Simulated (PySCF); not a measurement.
Run record: excited-state job, `Oc1ccc2cnoc2c1`.

Computed with TDDFT wB97X-D/def2-SVPD, vertical, gas phase, core orbitals frozen in the response (PySCF 2.14.0, density-fitted response routines). Geometry: PBE0-D3(BJ)/def2-SVP. A driver script takes a list of jobs; this job's settings line and coordinates (Å) are shown.

Command:
```bash
OMP_NUM_THREADS=1 python probes_run.py task.json out
```

Input:
```
{"job": {"kind": "uv", "xc": "wB97X-D", "basis": "def2-SVPD", "dynamic": true, "nstates": 6, "ntriplets": 0}, "charge": 0, "multiplicity": 1}
O      2.899328    -0.364385    -0.594187
C      1.595147    -0.171176    -0.325367
C      1.194304     1.167665    -0.090530
C     -0.119654     1.481201     0.196916
C     -1.057036     0.437418     0.252620
C     -2.456204     0.270155     0.499797
N     -2.812651    -0.977939     0.420531
O     -1.682203    -1.707894     0.118160
C     -0.636875    -0.876151     0.017056
C      0.680949    -1.221678    -0.276184
H      3.066588    -1.302573    -0.733856
H      1.962768     1.940211    -0.145482
H     -0.415674     2.516887     0.375493
H     -3.210951     1.021364     0.732821
H      0.972569    -2.258492    -0.455578
```

Output:
```
coarse grid: 13936 points
cycle   1  E = -474.2405440061  dE =  2.467e+00  |g| = 6.742e-01  |ddm| = 1.069e+01
cycle   2  E = -474.2472263614  dE = -6.682e-03  |g| = 7.171e-01  |ddm| = 2.581e+00
cycle   3  E = -474.3361850017  dE = -8.896e-02  |g| = 1.024e-01  |ddm| = 1.296e+00
cycle   4  E = -474.3380844377  dE = -1.899e-03  |g| = 4.143e-02  |ddm| = 3.065e-01
cycle   5  E = -474.3384365306  dE = -3.521e-04  |g| = 1.467e-02  |ddm| = 1.383e-01
cycle   6  E = -474.3384839981  dE = -4.747e-05  |g| = 4.860e-03  |ddm| = 5.966e-02
cycle   7  E = -474.3384897672  dE = -5.769e-06  |g| = 8.618e-04  |ddm| = 1.407e-02
final grid: 138728 points
cycle   8  E = -474.4163290018  dE = -9.282e-05  |g| = 4.475e-03  |ddm| = 3.213e-01
cycle   9  E = -474.4163300868  dE = -1.085e-06  |g| = 4.709e-03  |ddm| = 4.005e-02
cycle  10  E = -474.4163343319  dE = -4.245e-06  |g| = 8.408e-04  |ddm| = 1.389e-02
cycle  11  E = -474.4163345226  dE = -1.907e-07  |g| = 4.243e-04  |ddm| = 4.752e-03
cycle  12  E = -474.4163345716  dE = -4.899e-08  |g| = 1.056e-04  |ddm| = 1.807e-03
cycle  13  E = -474.4163345765  dE = -4.949e-09  |g| = 4.330e-05  |ddm| = 5.528e-04
cycle  14  E = -474.4163345777  dE = -1.162e-09  |g| = 1.965e-05  |ddm| = 2.168e-04
cycle  15  E = -474.4163345779  dE = -1.904e-10  |g| = 4.963e-06  |ddm| = 9.446e-05
converged SCF energy = -474.4163345779

Static polarisability (au): isotropic 92.795, principal 52.502 97.247 128.636

Singlet excitations
state   eV       nm        f      main configurations
  1   4.9946    248.2   0.10740   H->L 0.52, H-1->L 0.24, H->L+1 0.15
  2   5.4225    228.6   0.10058   H-1->L 0.44, H->L 0.37, H->L+1 0.14
  3   6.3072    196.6   0.32896   H->L+1 0.65, H-1->L 0.26
  4   6.4255    193.0   0.00501   H-2->L 0.78, H-2->L+4 0.11, H-2->L+1 0.10
  5   6.5437    189.5   0.00063   H->L+2 0.88
  6   6.8179    181.9   0.48979   H-1->L+1 0.86
```

The SCF starts on a coarse grid where the log names one; the energy can jump when the final grid takes over, and dE then counts from the start density on the new grid. H and L stand for HOMO and LUMO; the number after each pair is its weight.

Problem. Which computed singlet has the largest oscillator strength, and what do all of them sum to?

Solution. State 6 at 6.82 eV (182 nm), f = 0.490; the 6 states sum to 1.032.

Problem. How does the lowest singlet excitation compare with the HOMO–LUMO gap?

Solution. HOMO -8.60 eV and LUMO 0.43 eV give a gap of 9.03 eV; S1 at 4.99 eV lies 4.04 eV below it.

Summary of the converged run: HOMO -8.60 eV, LUMO 0.43 eV; lowest singlet 4.99 eV; mean polarisability 92.8 au.

Time: 75 s wall; peak memory 1.1 GiB. Hardware: one thread, AMD EPYC 7R13 (x86_64), no GPU, shared host with 192 logical CPUs at a one-minute load of 165.

One conformer stands for the species.
Labels such as C1 count atoms from 1, the log's own numbers from 0.

Note: wB97X-D ran without an empirical dispersion term, which enters the total energy and its gradient alone.
